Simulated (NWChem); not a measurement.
System: C3HCl2F; SMILES ClC(Cl)=C=CF

Input file for NWChem:

```
start job
memory heap 200 mb stack 900 mb global 1100 mb
geometry units angstroms noautoz
  F      0.450661     3.083612     0.000000
  C     -0.497096     2.154981     0.000000
  C     -0.251455     0.869399     0.000000
  C     -0.072562    -0.424920     0.000000
  Cl     0.057555    -1.351865    -1.451690
  Cl     0.057555    -1.351865     1.451690
  H     -1.507595     2.580181     0.000000
end
basis spherical
  * library pcseg-1
end
dft
  xc b3lyp
  iterations 150
  mulliken
end
task dft energy
```

NWChem printed, in part:

```
             Northwest Computational Chemistry Package (NWChem) 7.3.0
             --------------------------------------------------------

 CS  symmetry detected

                             Geometry "geometry" -> ""
                             -------------------------

 Output coordinates in angstroms (scale by  1.889725989 to convert to a.u.)

  No.       Tag          Charge          X              Y              Z
 ---- ---------------- ---------- -------------- -------------- --------------
    1 F                    9.0000     0.44126528    -3.08651823     0.00000000
    2 C                    6.0000    -0.50160479    -2.15292576     0.00000000
    3 C                    6.0000    -0.24921986    -0.86865070     0.00000000
    4 C                    6.0000    -0.06353615     0.42471156     0.00000000
    5 Cl                  17.0000     0.07144408     1.35096088    -1.45169000
    6 Cl                  17.0000     0.07144408     1.35096088     1.45169000
    7 H                    1.0000    -1.51432152    -2.57281635     0.00000000

 Effective nuclear repulsion energy (a.u.)     308.3349057612

      Symmetry information
      --------------------

 Group name             Cs
 Group number              2
 Group order               2
 No. of unique centers     6

                                 NWChem DFT Module
                                 -----------------

 Summary of "ao basis" -> "ao basis" (spherical)
 ------------------------------------------------------------------------------
       Tag                 Description            Shells   Functions and Types
 ---------------- ------------------------------  ------  ---------------------
 F                          pcseg-1                  6       14   3s2p1d
 C                          pcseg-1                  6       14   3s2p1d
 Cl                         pcseg-1                  8       18   4s3p1d
 H                          pcseg-1                  3        5   2s1p

      Symmetry analysis of basis
      --------------------------

        a'         62
        a"         35

            General Information
            -------------------
          SCF calculation type: DFT
          Wavefunction type:  closed shell.
          No. of atoms     :     7
          No. of electrons :    62
           Alpha electrons :    31
            Beta electrons :    31
          Charge           :     0
          Spin multiplicity:     1
          Use of symmetry is: on ; symmetry adaption is: on
          Maximum number of iterations: 150
          AO basis - number of functions:    97
                     number of shells:    43
          Convergence on energy requested:  1.00D-06
          Convergence on density requested:  1.00D-05
          Convergence on gradient requested:  5.00D-04

              XC Information
              --------------
                         B3LYP Method XC Potential
                     Hartree-Fock (Exact) Exchange  0.200
                        Slater Exchange Functional  0.800 local
                    Becke 1988 Exchange Functional  0.720 non-local
              Lee-Yang-Parr Correlation Functional  0.810
                  VWN I RPA Correlation Functional  0.190 local

             Grid Information
             ----------------
          Grid used for XC integration:  medium
          Radial quadrature: Mura-Knowles
          Angular quadrature: Lebedev.
          Tag              B.-S. Rad. Rad. Pts. Rad. Cut. Ang. Pts.
          ---              ---------- --------- --------- ---------
          F                   0.50       49          12.0       434
          C                   0.70       49          11.0       434
          Cl                  1.00       88          12.0       590
          H                   0.35       45          11.0       434
          Grid pruning is: on
          Number of quadrature shells:   329
          Spatial weights used:  Erf1

      Superposition of Atomic Density Guess
      -------------------------------------

 Sum of atomic energies:       -1131.67520668

      Non-variational initial energy
      ------------------------------

 Total energy =   -1134.052713
 1-e energy   =   -2174.926168
 2-e energy   =     732.538549
 HOMO         =      -0.281324
 LUMO         =       0.006003

      Symmetry analysis of molecular orbitals - initial
      -------------------------------------------------

  Numbering of irreducible representations:

     1 a'          2 a"

  Orbital symmetries:

     1 a'          2 a"          3 a'          4 a'          5 a'
     6 a'          7 a'          8 a"          9 a'         10 a"
    11 a'         12 a"         13 a'         14 a"         15 a'
    16 a'         17 a'         18 a"         19 a'         20 a'
    21 a'         22 a"         23 a'         24 a"         25 a'
    26 a'         27 a'         28 a"         29 a"         30 a"
    31 a'         32 a"         33 a'         34 a'         35 a'
    36 a"         37 a'         38 a'         39 a'         40 a'
    41 a"

     ---------------------------------------------
      Total Density - Mulliken Population Analysis
     ---------------------------------------------

    Atom       Charge   Shell Charges
 -----------   ------   -------------------------------------------------------
    1 F    9     9.42   2.00  0.96  0.96  3.52  1.97  0.01
    2 C    6     5.42   2.00  0.75  0.37  1.66  0.56  0.08
    3 C    6     6.27   2.00  0.83  0.43  2.15  0.84  0.03
    4 C    6     5.82   2.00  0.72  0.64  1.53  0.87  0.06
    5 Cl  17    17.10   2.00  2.00  1.22  0.71  5.99  3.81  1.34  0.03
    6 Cl  17    17.10   2.00  2.00  1.22  0.71  5.99  3.81  1.34  0.03
    7 H    1     0.87   0.69  0.15  0.02

   convergence    iter        energy       DeltaE   RMS-Dens  Diis-err
 ---------------- ----- ----------------- --------- --------- ---------
 d= 0,ls=0.0,diis     1  -1134.8906960937 -1.44D+03  2.27D-02  1.15D+00
 d= 0,ls=0.0,diis     2  -1134.7225522371  1.68D-01  1.61D-02  2.72D+00
 d= 0,ls=0.0,diis     3  -1135.0198894602 -2.97D-01  3.64D-03  7.35D-02
 d= 0,ls=0.0,diis     4  -1135.0232294685 -3.34D-03  1.80D-03  4.31D-02
 d= 0,ls=0.0,diis     5  -1135.0290766291 -5.85D-03  3.36D-04  1.37D-03
  Resetting Diis
 d= 0,ls=0.0,diis     6  -1135.0292398328 -1.63D-04  1.39D-04  7.63D-05
 d= 0,ls=0.0,diis     7  -1135.0292487824 -8.95D-06  1.01D-04  1.71D-05
 d= 0,ls=0.0,diis     8  -1135.0292436595  5.12D-06  6.29D-05  5.47D-05
 d= 0,ls=0.0,diis     9  -1135.0292510654 -7.41D-06  6.34D-06  4.03D-07
 d= 0,ls=0.0,diis    10  -1135.0292511112 -4.59D-08  1.50D-06  1.86D-08

         Total DFT energy =    -1135.029251111219
      One electron energy =    -2176.986906863616
           Coulomb energy =      817.194314040982
    Exchange-Corr. energy =      -83.571564049752
 Nuclear repulsion energy =      308.334905761167

 Numeric. integr. density =       61.999999801013

                  Occupations of the irreducible representations
                  ----------------------------------------------

                     irrep           alpha         beta
                     --------     --------     --------
                     a'               20.0         20.0
                     a"               11.0         11.0

                       DFT Final Molecular Orbital Analysis
                       ------------------------------------

 Vector   29  Occ=2.000000D+00  E=-3.383536D-01  Symmetry=a"
              MO Center=  3.4D-02,  1.0D+00, -2.2D-14, r^2= 3.9D+00
   Bfn.  Coefficient  Atom+Function         Bfn.  Coefficient  Atom+Function
  ----- ------------  ---------------      ----- ------------  ---------------
    66      0.451264  5 Cl pz                84      0.451264  6 Cl pz
    65      0.316045  5 Cl py                83     -0.316045  6 Cl py
    69      0.205840  5 Cl pz                87      0.205840  6 Cl pz
    63     -0.170126  5 Cl pz                81     -0.170126  6 Cl pz
    34      0.142278  3 C  pz                68      0.142820  5 Cl py

 Vector   30  Occ=2.000000D+00  E=-2.950245D-01  Symmetry=a"
              MO Center= -1.9D-01, -1.1D+00, -1.8D-15, r^2= 3.5D+00
   Bfn.  Coefficient  Atom+Function         Bfn.  Coefficient  Atom+Function
  ----- ------------  ---------------      ----- ------------  ---------------
    34      0.402419  3 C  pz                20      0.371220  2 C  pz
     6     -0.276559  1 F  pz                37      0.277346  3 C  pz
    65     -0.267597  5 Cl py                83      0.267597  6 Cl py
     9     -0.212663  1 F  pz                23      0.185668  2 C  pz
    68     -0.127718  5 Cl py                86      0.127718  6 Cl py

 Vector   31  Occ=2.000000D+00  E=-2.845016D-01  Symmetry=a'
              MO Center= -9.9D-02,  1.6D-01,  8.5D-15, r^2= 3.5D+00
   Bfn.  Coefficient  Atom+Function         Bfn.  Coefficient  Atom+Function
  ----- ------------  ---------------      ----- ------------  ---------------
    32      0.395687  3 C  px                64     -0.363883  5 Cl px
    82     -0.363883  6 Cl px                46      0.303645  4 C  px
    35      0.266647  3 C  px                67     -0.204512  5 Cl px
    85     -0.204512  6 Cl px                49      0.179456  4 C  px
    61      0.136980  5 Cl px                79      0.136980  6 Cl px

 Vector   32  Occ=0.000000D+00  E=-5.224512D-02  Symmetry=a'
              MO Center= -1.6D-01, -4.5D-01,  1.2D-14, r^2= 3.4D+00
   Bfn.  Coefficient  Atom+Function         Bfn.  Coefficient  Atom+Function
  ----- ------------  ---------------      ----- ------------  ---------------
    49      0.651323  4 C  px                35     -0.530652  3 C  px
    46      0.471335  4 C  px                32     -0.383092  3 C  px
    94     -0.260626  7 H  s                 67     -0.210721  5 Cl px
    85     -0.210721  6 Cl px                 3      0.195773  1 F  s
    64     -0.168840  5 Cl px                82     -0.168840  6 Cl px

[...]
```

Level: B3LYP/pcseg-1. Structure relaxed at the PBE0/def2-SVP level.
